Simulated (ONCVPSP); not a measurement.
# Before and after: ONCV potential for Co

ONCVPSP 4.0.1 input, shortened (lines: element, Z, core and valence counts, functional; n l f; lmax; l rc ep ncon nbas qcut; lloc lpopt rc5 dvloc0; l nproj debl; icmod fcfact rcfact), LDA (Perdew-Wang 92), fully relativistic:

```
  Co 27.00    3    4  -001012      upf
    1    0    2.00
    2    0    2.00
    2    1    6.00
    3    0    2.00
    3    1    6.00
    3    2    7.00
    4    0    2.00
    2
    0    1.25    0.00    3    7   12.20
    1    0.95    0.00    4    7   16.20
    2    1.30    0.00    4    9   13.40
    4    3    0.90    0.00
    0    2    3.20
    1    2    2.20
    2    1    1.80
    0    0.00    0.00
```

Open shells are filled in proportion to 2j + 1.

In the p channel the program set the typed energies aside and used -2.385, 0.250 Ha (j = l + 1/2; the other j can differ).

All-electron outer shells of the reference configuration (LDA (PZ), scalar-relativistic, ld1.x):

| shell | level (eV) | outermost node (bohr) | outermost maximum (bohr) |
| --- | --- | --- | --- |
| 2p | -769.46 | – | 0.17 |
| 3s | -101.87 | 0.31 | 0.67 |
| 3p | -65.51 | 0.28 | 0.68 |
| 3d | -8.46 | – | 0.66 |
| 4s | -5.68 | 0.96 | 2.29 |

Change: scalar-relativistic. In the p channel the program set the typed energies aside and used -2.408, 0.250 Ha.

Cutoffs: the cutoffs (Ha) at which the residual kinetic energy of the hardest occupied pseudo-wave falls to 1 and 0.1 mHa per electron; they do not see the model core or the augmentation charge, which bear on the density cutoff. Errors are all-electron minus pseudo energies relative to the spin-unpolarised reference configuration.

Question: Predict the effect on cutoff, ghosts and configuration errors.

Answer: The potential gets neither clearly harder nor softer (67 Ha and 86 Ha → 67 Ha and 86 Ha); of the 4 tests that both files solve, the error grows in 1 and shrinks in 3 by more than 15 % and 0.3 meV (median size 3.2 → 1.7 meV); neither file shows a bound ghost.

| quantity | base | changed |
| --- | --- | --- |
| cutoff, loose | 67 Ha | 67 Ha |
| cutoff, tight | 86 Ha | 86 Ha |
| loose cutoff by channel | s 45 Ha, p 67 Ha, d 64 Ha | s 45 Ha, p 67 Ha, d 64 Ha |
| bound ghosts | none | none |
| GHOST(+) flags under 300 eV | none | none |
| error for 3s2 3p6 3d7 4s1, meV [ΔE 9.29 eV] | +1.1 | +0.1 |
| error for 3s2 3p6 3d7 4s0, meV [ΔE 26.37 eV] | +5.3 | +2.7 |
| error for 3s2 3p6 3d6 4s0, meV [ΔE 62.56 eV] | -7.0 | -12 |
| error for 3s2 3p6 3d7.5 4s1.5, meV [ΔE -0.98 eV] | +1.1 | +0.7 |
| s: phases at 1.27 bohr within 0.05 rad from the reference energy up to (Ha; the scan ends near 5) | to the end of the scan | to the end of the scan |
